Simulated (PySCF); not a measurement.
## UHF on Ba (barium, neutral)

Configuration: [Xe] 6s2, closed-shell 1S. Computed with PySCF 2.14 in def2-TZVPPD with the def2 core potential (46 electrons), with scalar relativity through the core potential.

| Item | Value |
| --- | --- |
| Total energy | -25.094895 hartree |
| One-electron energy | -41.1306 hartree |
| Hartree (Coulomb) energy | 19.2163 hartree |
| Exchange energy | -3.1807 hartree |
| ⟨S²⟩ | 0.0000 |
| ⟨L²⟩ | 0.000 |
| Sum of ⟨r⟩ | 25.47 bohr |
| Sum of ⟨r²⟩ | 91.18 bohr² |

| shell | electrons | mean orbital energy (hartree) | rms radius, mean of both spins (bohr) |
| --- | --- | --- | --- |
| 5s | 2 | -1.63176 | 1.77 |
| 5p | 6 | -0.91180 | 2.07 |
| 6s | 2 | -0.16248 | 5.44 |

Energies and moments cover only the electrons outside the core potential. Spin-orbit coupling, which splits the p, d and f shells strongly at this Z, is absent.
